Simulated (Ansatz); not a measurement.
This geometry of Cl2H3NOSi (8 atoms, charge 0, multiplicity 1) is a first-order saddle point.

Level of theory: UKS r2SCAN-D4/def2-SVP (Ansatz 0.2.0).

```xyz
8
Properties=species:S:1:pos:R:3
Si 0.117 0.277 0.314
O 1.639 -0.298 0.077
N -0.925 -0.402 -0.845
H -0.537 -0.628 -1.756
Cl 0.219 2.338 0.231
Cl -0.560 -0.202 2.205
H 1.941 -0.979 0.690
H -1.894 -0.107 -0.916
```

(1) Which two structures does it join? (They come from a converged band through this point; their orientation in space is the band's.)

(2) How far does it lie above each of them?

## Answers

(1) No bond is made or broken.

First end point:

```xyz
8
Properties=species:S:1:pos:R:3
Si 0.126 0.228 0.272
O 1.601 -0.434 -0.028
N -0.906 -0.224 -0.990
H -0.965 -1.189 -1.295
Cl 0.150 2.287 0.338
Cl -0.432 -0.395 2.175
H 2.162 -0.586 0.743
H -1.736 0.313 -1.215
```

Last end point:

```xyz
8
Properties=species:S:1:pos:R:3
Si 0.148 0.331 0.353
O 1.716 -0.160 0.264
N -0.823 -0.458 -0.805
H -0.617 -0.345 -1.794
Cl 0.267 2.377 0.165
Cl -0.710 -0.090 2.180
H 1.843 -1.117 0.282
H -1.823 -0.538 -0.645
```

(2) 1.5 kcal/mol above the first and 0.7 kcal/mol above the second. This is the barrier of this one path; another mechanism may lie lower.

Time of the run: 15 min on 4 threads of Arm Neoverse N1, with other jobs on the host, peak memory 0.26 GiB.
